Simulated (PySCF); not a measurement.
Species: C₂H₇ClNPSi₂.
Atom-mapped SMILES: `[N:1]#[C:2][SiH2:3][PH:4][SiH2:5][CH2:6][Cl:7]` (hydrogens: H8, H9 on Si3; H10 on P4; H11, H12 on Si5; H13, H14 on C6)

Geometry (PBE0-D3(BJ)/def2-SVP, Å), atoms numbered from 1 in this order:
```xyz
14
C2H7ClNPSi2 angstrom
N     -0.089    3.084   -0.724
C     -0.265    2.117   -0.108
Si    -0.450    0.517    0.827
P      0.864   -1.109    0.003
Si     2.641    0.193   -0.595
C      3.210    1.149    0.935
Cl     4.711    2.034    0.529
H     -1.884    0.128    0.759
H     -0.045    0.813    2.229
H      0.248   -1.101   -1.286
H      2.299    1.144   -1.687
H      3.725   -0.734   -1.029
H      2.463    1.891    1.253
H      3.422    0.482    1.784
```

Computed with PySCF at wB97X-D/def2-SVPD, non-relativistic, on one gas-phase PBE0-D3(BJ)/def2-SVP geometry that isn't relaxed in the solvent. The solvent is an IEF-PCM continuum (cavity from Bondi-type radii × 1.2). Specific hydrogen bonds and non-electrostatic terms are outside this model.

Gas phase at wB97X-D/def2-SVPD: HOMO -9.74 eV, LUMO 0.58 eV, dipole 3.75 D.

What does the continuum do to the energy, the frontier levels and the dipole at wB97X-D/def2-SVPD in acetonitrile and dimethylsulfoxide?

```
          solvent      ε  E(solvent) − E(gas) (kcal/mol)  polarisation term (kcal/mol)  distortion of the solute (kcal/mol)  HOMO (eV)  LUMO (eV)  dipole (D)
     acetonitrile  35.69                           -7.10                         -8.87                                 1.77      -9.47       0.73        5.29
dimethylsulfoxide  46.83                           -7.18                         -9.00                                 1.82      -9.47       0.73        5.31
```

Polarisation term: ½ Σ q·V over the induced surface charges. Distortion: the rise of the solute's own energy as its density leaves the gas-phase optimum. From acetonitrile to dimethylsulfoxide the lowering changes by a factor 1.01, Onsager's factor (ε − 1)/(2ε + 1) by 1.01 and ε itself by 1.3.

Which radius a makes the point-dipole formula ΔE = −[(ε − 1)/(2ε + 1)]·μ²/a³ give the value in dimethylsulfoxide, with the gas-phase dipole?

μ = 1.477 au and |ΔE| = 0.01145 Eh give a = 2.39 Å; the farthest nucleus lies 3.48 Å from the centroid of the nuclei, so such a sphere wouldn't even hold the nuclei. The formula assumes a rigid point dipole at the centre of a sphere.

Give the dipole vector in the frame of the coordinates (D, pointing from negative to positive charge), gas and dimethylsulfoxide.

Gas (-1.31, -3.17, 1.52), solvent (-2.04, -4.37, 2.23). Its length changes by +42 % and its direction by 2°.

How does the static polarisability (wB97X-D/def2-SVPD, frozen core, with the continuum's full static response) change?

```csv
medium,isotropic (au),principal values (au),⟨r²⟩ of the electrons (bohr²)
gas,122.1,"102.0, 121.9, 142.4",1994.5
acetonitrile,173.5,"148.5, 174.9, 197.1",1996.7
dimethylsulfoxide,174.3,"149.3, 175.7, 197.9",1996.7
```

The isotropic value in dimethylsulfoxide is 1.43 times the gas-phase one; no cavity-field correction is applied. ⟨r²⟩ is taken about the centre of nuclear charge.

Time: 37 s of wall time; peak memory 1.0 GiB. Hardware: Arm Neoverse V1, one thread, no GPU (shared host). This is the whole response run at wB97X-D/def2-SVPD in dimethylsulfoxide, SCF included.

The pairwise dispersion term of wB97X-D wasn't added to the energies; at a given geometry it leaves orbitals and properties as they are.
